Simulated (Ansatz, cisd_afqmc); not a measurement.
System: BH, charge 0, triplet. This triplet is an excited state, 1.3 eV above the singlet at CCSD(T)/cc-pV5Z (Ansatz, a program for electronic structure). BH (SMILES [BH], triplet).
B3LYP-D3(BJ)/def2-TZVP minimum from Ansatz:
```
B
H 1 1.1920
```
Charge 0, spin multiplicity 3.

Total energies in cc-pVTZ, 4 correlated electrons, 1 frozen orbitals. UHF or UKS for unpaired electrons; spin-orbit terms are left out. Correlated methods leave the cores frozen. No relativity. AFQMC/CISD: phaseless, guided by CISD from CCSD amplitudes; bars are statistical, one sigma. Outlying blocks are dropped, and bars are widened where a walk drifts. Over all cases where full CI ran beside it in this data, AFQMC minus full CI had a median of +0.1 mEh and passed +0.4 mEh in a tenth of the cases. Full CI freezes restricted core orbitals and the other rows unrestricted ones, which leaves a small offset even where coupled cluster is exact. The spin of HB ([BH], triplet) was assumed, and the state is the lowest solution found for it.

| method | program | energy (Eh) | error against FCI (mEh) |
|---|---|---|---|
| HF | Ansatz | -25.11664 | 66.03 |
| MP2 | Ansatz | -25.16695 | 15.72 |
| CCSD | Ansatz | -25.18088 | 1.78 |
| CCSD(T) | Ansatz | -25.18226 | 0.41 |
| CCSDT(Q) | Ansatz | -25.18269 | -0.02 |
| CCSDTQ | Ansatz | -25.18269 | -0.02 |
| AFQMC/CISD | cisd_afqmc | -25.1825 ± 0.0001 | 0.1 ± 0.1 |
| FCI | Ansatz | -25.18267 | 0.00 |

Rough core times of Ansatz's runs on a shared machine: CCSD(T) under 20 s, CCSDT(Q) under 20 s, CCSDTQ 30 s, FCI under 20 s.
